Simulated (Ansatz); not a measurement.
Basis-set series for `[NH2][AlH][AlH][GeH3]`. The species carries charge 0 and has multiplicity 1. The structure was optimised at the PBE0-D4/def2-TZVP level. It is one conformer, not always the lowest.

Z-matrix (Å, degrees):
```
Ge
Al 1 2.490
H 1 1.545 2 112.4
H 1 1.545 2 113.1 3 -120.0
H 1 1.545 2 112.7 3 119.7
Al 2 2.591 1 118.9 3 118.7
H 2 1.595 1 115.4 3 -61.3
N 6 1.773 2 113.6 1 0.5
H 6 1.592 2 130.6 1 -179.5
H 8 1.008 6 124.3 2 -0.0
H 8 1.008 6 125.6 2 180.0
```

| functional | basis | functions | energy (Eh) | HOMO (eV) | LUMO (eV) |
| --- | --- | --- | --- | --- | --- |
| PBE0-D4 | def2-SVP | 117 | -2619.82309 | -6.68 | -2.60 |
| PBE0-D4 | def2-TZVPP | 261 | -2620.32583 | -6.69 | -2.64 |
| ωB97M-V | def2-SVP | 117 | -2620.17971 | -8.50 | -0.88 |
| ωB97M-V | def2-TZVPP | 261 | -2620.68491 | -8.55 | -0.97 |

(1) Give the rows for def2-QZVPP. (Best estimate.)

Results:

(1) The calculation gave: 
```json
{"functional": "PBE0-D4", "basis": "def2-QZVPP", "functions": "496", "energy (Eh)": "-2620.38937", "HOMO (eV)": "-6.70", "LUMO (eV)": "-2.65"}
{"functional": "ωB97M-V", "basis": "def2-QZVPP", "functions": "496", "energy (Eh)": "-2620.74730", "HOMO (eV)": "-8.57", "LUMO (eV)": "-1.04"}
```

Scalar relativity is left out up to krypton.

Computed with Ansatz.
